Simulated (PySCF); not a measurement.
C3H16Si4.
Atom-mapped SMILES: `[CH3:1][CH2:2][CH2:3][SiH2:4][SiH:5]([SiH3:6])[SiH3:7]` (hydrogens: H8, H9, H10 on C1; H11, H12 on C2; H13, H14 on C3; H15, H16 on Si4; H17 on Si5; H18, H19, H20 on Si6; H21, H22, H23 on Si7)

Theory: core-valence-separated Tamm–Dancoff BHandHLYP/aug-pcX-1 (pcseg-1 on H, def2-SVPD on Si) in PySCF, non-relativistic, gas phase, PBE0-D3(BJ)/def2-SVP geometry.

Computed carbon K-edge spectrum, Gaussian lines of 0.3 eV full width, highest printed point 100; it ends one width below the last computed root. The energies are unshifted.

| photon energy (eV) | absorption |
| --- | --- |
| 284.8 | 0 |
| 284.9 | 1 |
| 285.0 | 6 |
| 285.1 | 16 |
| 285.2 | 26 |
| 285.3 | 25 |
| 285.4 | 21 |
| 285.5 | 36 |
| 285.6 | 63 |
| 285.7 | 78 |
| 285.8 | 83 |
| 285.9 | 95 |
| 286.0 | 100 |
| 286.1 | 86 |
| 286.2 | 68 |
| 286.3 | 51 |
| 286.4 | 31 |
| 286.5 | 18 |
| 286.6 | 15 |

Problem. Where are the maxima, and which lines make them up?

Solution. 2 maxima:
- 285.2 eV: C3 (sp3 carbon bound to silicon), 285.20 eV, f = 0.011, 53 % of the height at the exact maximum; C1 (methyl carbon), 285.27 eV, f = 0.009, 46 % of the height at the exact maximum
- 286.0 eV: C1 (methyl carbon), 285.99 eV, f = 0.028, 38 % of the height at the exact maximum; C1 (methyl carbon), 286.03 eV, f = 0.025, 30 % of the height at the exact maximum; C3 (sp3 carbon bound to silicon), 285.86 eV, f = 0.028, 25 % of the height at the exact maximum

Further lines of some strength in the range: C3, 285.64 eV, f = 0.022; C2, 285.65 eV, f = 0.024; C2, 286.25 eV, f = 0.032; C1, 286.45 eV, f = 0.003.

Roots within 0.03 eV on the same or equivalent atoms count as one line; shares under 12 % aren't listed.

Vibrational structure and lifetime widths aren't in the curve. The ionisation threshold wasn't computed; near and above it a finite basis only mimics Rydberg series and continuum.

The run took 72 s wall on an Arm Neoverse N1 with one thread, shared host with 64 logical CPUs at a one-minute load of 60, and the process peaked at 1.3 GiB of memory.

Conformer computed: `[CH3:1][CH2:2][CH2:3][SiH2:4][SiH:5]([SiH3:6])[SiH3:7]`: C1–C2–C3–Si4 179°, C2–C3–Si4–Si5 -179°, C3–Si4–Si5–Si6 61°.

One conformer stands for the species.
